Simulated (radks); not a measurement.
Valence configurations of the aluminium ion Al+ (all share [Ne]). Calculated with a radial shooting solver on a logarithmic mesh with Libxc functionals: Dirac Kohn-Sham, LDA (Slater exchange, Perdew-Wang correlation), spin-unpolarised, spherical densities, finite nucleus; open shells are shared between the two j in proportion to 2j + 1; Fermi nuclear charge, rms radius 3.061 fm. Energies are relative to 3s2; eigenvalues in eV.

| valence | E (eV) | e(3p1/2) | e(3p3/2) | e(3s1/2) |
|---|---|---|---|---|
| 3s2 | 0.000 | - | - | -14.916 |
| 3s1.5 3p0.5 | 2.896 | -9.526 | -9.500 | -15.327 |
| 3s1 3p1 | 5.819 | -9.860 | -9.833 | -15.716 |
| 3s0.5 3p1.5 | 8.770 | -10.173 | -10.146 | -16.085 |
| 3p2 | 11.748 | -10.469 | -10.442 | - |

NIST lists [Ne] 3s2 as the ground configuration; this level of theory agrees among the configurations tried. The energies are those of spherical spin-averaged densities, not of single terms.
